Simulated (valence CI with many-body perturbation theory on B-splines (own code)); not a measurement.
Nd21+: calculated level list

Calculated by configuration interaction combined with many-body perturbation theory (CI+MBPT): three valence electrons over a frozen Dirac-Fock core [Kr], radial functions for each j: 7 s, 7 p, 8 d, 6 f, 4 g, 1 h, with the one-electron correlation potential Σ1, the two-electron term Σ2, the three-electron term Σ3, Breit, model QED; selected CI, second order for the rest, scaled by the run's own slope (own B-spline code, finite nucleus).

No measured levels were compared; by estimate terms of the open shell hold to 2 to 4 % of their energy, and close levels can change places. Only levels of the ground parity were solved; by the run's estimate the other parity begins above the list, which can be wrong where configurations are misplaced.

Levels 1 to 19 of 19, with energies above the lowest level, (4d3/2^3) J=3/2. "Leading %" is the weight of the configuration and term that name the level; weights of strongly mixed levels are sums over their largest components and can fall short, so below about 35 % the name and the second component can differ from the true leading terms, or belong to a minority configuration. In the jj column 3d3/2^4 stands for four electrons in 3d with j = 3/2.

```csv
No.,Configuration,Term,J,E (cm⁻¹),Leading %,g,Leading jj
1,4d³,⁴F,3/2,0.0,71,0.552,4d3/2^3 (84 %)
2,4d³,⁴F,5/2,27610,92,1.041,4d3/2^2 4d5/2 (94 %)
3,4d³,⁴F,7/2,43815,69,1.141,4d3/2^2 4d5/2 (73 %)
4,4d³,⁴P,3/2,45637,45,1.329,4d3/2^2 4d5/2 (88 %)
5,4d³,²G,9/2,50303,41,1.130,4d3/2^2 4d5/2 (87 %)
6,4d³,⁴P,1/2,53538,68,2.029,4d3/2^2 4d5/2 (98 %)
7,4d³,²G,7/2,78862,66,1.003,4d3/2 4d5/2^2 (81 %)
8,4d³,⁴P,5/2,81242,82,1.513,4d3/2^2 4d5/2 (49 %)
9,4d³,²H,9/2,83265,50,1.116,4d3/2 4d5/2^2 (77 %)
10,4d³,²D,3/2,94466,44,1.165,4d3/2 4d5/2^2 (96 %)
11,4d³,²P,1/2,99617,68,1.304,4d3/2 4d5/2^2 (98 %)
12,4d³,²H,11/2,104570,100,1.089,4d3/2 4d5/2^2 (100 %)
13,4d³,²D,5/2,112360,92,1.187,4d3/2 4d5/2^2 (65 %)
14,4d³,²F,5/2,119390,77,0.978,4d3/2 4d5/2^2 (74 %)
15,4d³,²F,7/2,124960,91,1.121,4d3/2 4d5/2^2 (92 %)
16,4d³,²G,9/2,129730,58,1.102,4d5/2^3 (88 %)
17,4d³,²P,3/2,139640,56,1.182,4d5/2^3 (72 %)
18,4d³,²D,3/2,177630,95,0.829,4d3/2 4d5/2^2 (71 %)
19,4d³,²D,5/2,186920,75,1.159,4d5/2^3 (79 %)
```

The ionisation energy to 4d² ³F2 of the next ion comes out as 639.89 eV (NIST: 638 ± 4 eV (theoretical)). All 19 levels together are meant to be complete up to 194400 cm⁻¹.
